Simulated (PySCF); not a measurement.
**SbN: from constants to spectrum**

RHF-CCSD(T) constants of SbN, ¹Σ⁺ (singlet), closed shell (PySCF, scalar-relativistic core potentials, basis sets Sb def2-TZVPPD with ECP28, N def2-TZVPPD; masses 120.9038 and 14.0031 u):

* ωe: 872.5 cm⁻¹
* ωexe: 4.41 cm⁻¹
* Be: 0.39655 cm⁻¹
* αe: 0.00249 cm⁻¹
* D (centrifugal): 3.28e-07 cm⁻¹
* De to Sb + N: 3.41 eV

Give the band origin of the fundamental and the first lines of its P and R branches.

ν0 = ωe − 2ωexe = 863.7 cm⁻¹, B0 = 0.39531, B1 = 0.39282 cm⁻¹.

```csv
J″,P(J″) − ν0,R(J″) − ν0
0,,0.786
1,-0.791,1.566
2,-1.586,2.342
3,-2.387,3.113
4,-3.192,3.878
5,-4.003,4.639
6,-4.818,5.394
```

Near which J would the R branch turn back, without centrifugal distortion?

At J ≈ (B0 + B1)/(2(B0 − B1)) − 1 ≈ 160.

Correlated steps freeze 5 core orbitals. These are scalar-relativistic numbers at best; spin–orbit coupling would shift them, the dissociation energy most. Where the molecule has an RHF reference, its open-shell atoms are computed with UHF. The CCSD T1 diagnostic is raised, a sign that a single reference may not be enough here.
